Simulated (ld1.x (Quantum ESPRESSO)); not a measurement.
# Fe (Z = 26), TM: configuration errors across variants

- Element: iron
- Generator: ld1.x (Quantum ESPRESSO) 7.5
- Type: norm-conserving Troullier–Martins (Kleinman–Bylander form)
- Functional: LDA (PZ)
- Relativity: scalar-relativistic
- Frozen core: [Ne] 3s2
- Valence charge: 14
- Reference configuration: 3p6 3d5 4s0 4p0 (charge +3)
- Partial waves: 4s (bound, empty): rc 2.05 bohr; 3d (bound): rc 1.85 bohr; 3p (bound): rc 0.75 bohr
- Local potential: the p channel
- Core correction: none

All-electron excitation energies from the reference (eV): (1) 3p6 3d6 4s2 4p0 -60.002; (2) 3p6 3d6 4s1 4p0 -51.021; (3) 3p6 3d6 4s0 4p0 -34.529; (4) 3p5 3d6 4s2 4p0 7.583; (5) 3p6 3d6 4s0 4p2 -51.389; (6) 3p6 3d6 4s1.5 4p0 -56.406; (7) 3p6 3d4 4s0 4p0 53.378; (8) 3p6 3d5 4s0 4p0 spin -6.395; (9) 3p6 3d6 4s2 4p0 spin -63.391.

Spin tests fill each open shell by Hund’s rule, majority spin first.

Tests that are not counted but printed errors over 1 eV. “wave 3p (bound): rc 0.75 bohr becomes 3p (bound): rc 0.52 bohr”: 3p6 3d6 4s2 4p0 (solver errors, printed error -2143 eV); 3p5 3d6 4s2 4p0 (solver errors, printed error -10.3 eV); 2 more.

2 further variants failed, have other tests or too few solved ones, and are left out.

A true bound ghost makes a file unfit for plane-wave use even where its test errors are small: the radial tests pick states by their node count and pass the ghost by.

Errors AE − PS in meV (a dash: test not solved or not reliable):

```tsv
change	(1)	(2)	(3)	(4)	(5)	(6)	(7)	(8)	(9)	bound ghosts
base	+134	+107	+62	-255	+47	+123	+190	+1246	+790	s
wave 3d (bound): rc 1.85 bohr becomes 3d (bound): rc 2.04 bohr	+149	+137	+118	-365	+82	+144	+311	+1158	+766	s
wave 3p (bound): rc 0.75 bohr becomes 3p (bound): rc 0.52 bohr	–	–	+63	–	+83	–	+192	+1276	–	not determined
local potential the s channel	-66	-114	-166	-278	-1686	-88	-49	+1235	+609	none
all radii scaled by about 1.11 (s 2.28, p 0.84, d 2.06 bohr)	+141	+132	+118	-363	+83	+137	+311	+1159	+757	s
```

Q: Give the same row for: core correction a·sin(br)/r model core inside 0.74 bohr.

A: +96, +78, +44, -290, +22, +89, +161, +398, +328; bound ghosts: s.
